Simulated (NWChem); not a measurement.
System: C2H5ClSi2; SMILES ClC1[SiH2][SiH2]C=1

Input file for NWChem:

```
start job
memory heap 200 mb stack 900 mb global 1100 mb
geometry units angstroms noautosym nocenter noautoz
  Cl    -0.159534    -2.333102     0.000000
  C     -0.158081    -0.602119     0.000000
  C     -1.273511     0.165383     0.000000
  Si    -0.586777     1.922562     0.000000
  Si     1.327971     0.578719     0.000000
  H     -2.290869    -0.244157     0.000000
  H     -0.912759     2.730857    -1.214732
  H     -0.912759     2.730857     1.214732
  H      2.189322     0.482983    -1.216592
  H      2.189322     0.482983     1.216592
end
basis spherical
  * library pcsseg-1
end
dft
  xc bhlyp
  iterations 150
end
property
  shielding 8 1 2 3 4 5 6 7 9
end
task dft property
```

All runs use the structure optimised with PBE0/def2-SVP.

GIAO values for the isolated, static molecule; σ is the absolute isotropic shielding, δ = σ(reference) − σ with the isolated reference molecule computed at the same levels (13C: tetramethylsilane, 1H: tetramethylsilane, 29Si: tetramethylsilane).

Atoms are numbered as in the input.

Problem. What results follow from this input? (BHandHLYP/pcSseg-1, GIAO.) Quantities: σ Cl1 (ppm); δ C2 (ppm); δ C3 (ppm); δ Si5 (ppm); δ H6 (ppm); δ H7 (ppm); δ H9 (ppm).

Solution. The σ Cl1 (ppm) comes out as 632.4, the δ C2 (ppm) is 172.4 and the δ C3 (ppm) is 163.7. The δ Si5 (ppm) is -40.9 and the δ H6 (ppm) is 7.04. The δ H7 (ppm) comes out as 4.29 and the δ H9 (ppm) is 4.52.
